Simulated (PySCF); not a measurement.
Ge(F)2(Me)2 (C2H6F2Ge), SMILES [CH3][Ge]([F])([CH3])[F]. Heavy atoms are numbered as in [CH3:1][Ge:2]([CH3:3])([F:4])[F:5]. Hydrogens are named by the atom that carries them.

Geometry: B3LYP-D3(BJ)/def2-SVP.

Computed with PySCF with B3LYP/pcSseg-1.

GIAO shieldings, no solvent; atoms alike by connectivity are averaged. δ = σ(ref) − σ: ¹³C against TMS (σ = 181.3 ppm); ⁷³Ge against GeH4 (σ = 1631.8 ppm); ¹⁹F against CFCl3 (σ = 161.7 ppm); ¹H against TMS (σ = 31.68 ppm), references at their B3LYP-D3(BJ)/def2-TZVP geometries, non-relativistic.

Problem. Estimate the chemical shifts. (The exact figures need the calculation; the answer reports its results.)

Solution. 
| nucleus | atoms | count | δ (ppm) |
|---|---|---|---|
| ¹³C | C1 (CH3) | 2 | 4.2 |
| ⁷³Ge | Ge2 | 1 | 463.5 |
| ¹⁹F | F4 | 2 | -164.4 |
| ¹H | H on C1 | 6 | 1.00 |
